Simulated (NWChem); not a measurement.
CH2FNOSi; SMILES N#CO[SiH2]F

```xyz
7

N      0.4425    -2.5702    -0.4131
C      0.0325    -1.5864     0.0580
O     -0.4460    -0.5198     0.6161
Si    -0.4359     1.0238    -0.0937
F      1.0113     1.6729     0.1118
H     -1.4387     1.7671     0.6841
H     -0.7092     0.8660    -1.5338
```
Atoms are numbered in this order, from 1.

Level: B3LYP/6-31G* (spherical d) (NWChem), optimised geometry, unscaled harmonic frequencies. B3LYP is NWChem's, with the RPA form of VWN correlation.

```csv
frequency (cm⁻¹),IR intensity (km/mol)
56,2.4
139,2.3
287,14.3
503,6.2
515,7.7
677,81.2
733,91.7
764,6.2
905,31.0
947,237.7
1008,248.1
1191,218.2
2333,82.0
2366,141.6
2384,178.5
```

```json
{
 "zero_point_energy": "21.2 kcal/mol",
 "thermal correction to the enthalpy at 298.15 K (with zero-point energy)": "25.3 kcal/mol",
 "heat capacity Cv": "17.9 cal/(mol K)",
 "entropy at 298.15 K and 1 atm (symmetry number 1)": "77.0 cal/(mol K)",
 "dipole_moment": "4.27 D"
}
```

Rigid rotor and harmonic oscillator; modes under 100 cm⁻¹ make the entropy uncertain.
